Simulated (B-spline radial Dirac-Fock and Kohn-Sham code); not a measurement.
**Elastic and transport cross sections of scandium for positrons**

These are calculated numbers from a radial atomic solver; the model is relativistic (Dirac) partial waves in the static field of the Dirac-Fock atom, without polarisation or absorption potentials. Below a few hundred eV the neglected polarisation potential matters, most of all at small angles. σ_tr1 and σ_tr2 weight the cross section with 1 − P₁ and 1 − P₂ of cos θ; "backward" is the share scattered beyond 90°.

```
energy (eV)  σ (a₀²)  σ_tr1 (a₀²)  σ_tr2 (a₀²)  σ/σ_tr1  backward (%)
        107     21.9         3.38         6.10     6.49           4.0
        177     17.3         2.23         4.10     7.74           3.2
        271        ?            ?            ?        ?             ?
        310     13.1         1.36         2.58     9.62           2.4
        856     7.61        0.470        0.970     16.2           1.1
       2050     4.46        0.163        0.353     27.5          0.58
       2840     3.59        0.106        0.235     33.7          0.45
       4600     2.54       0.0551        0.125     46.2          0.29
       4800     2.47       0.0519        0.118     47.5          0.28
       6610     1.94       0.0326       0.0755     59.4          0.21
       7240     1.81       0.0285       0.0663     63.3          0.19
       8040     1.66       0.0244       0.0569     68.3          0.17
       8510     1.59       0.0223       0.0524     71.3          0.16
       9450     1.47       0.0190       0.0449     77.0          0.15
      25000    0.659      0.00397      0.00982      166         0.054
      60600    0.317     0.000887      0.00227      358         0.020
```

Q: Fill in the row for 271 eV.

A: σ = 14.0 a₀², σ_tr1 = 1.54 a₀², σ_tr2 = 2.89 a₀², σ/σ_tr1 = 9.10, backward 2.6 %. The ratio σ/σ_tr1 is roughly the number of elastic collisions that randomise the direction.
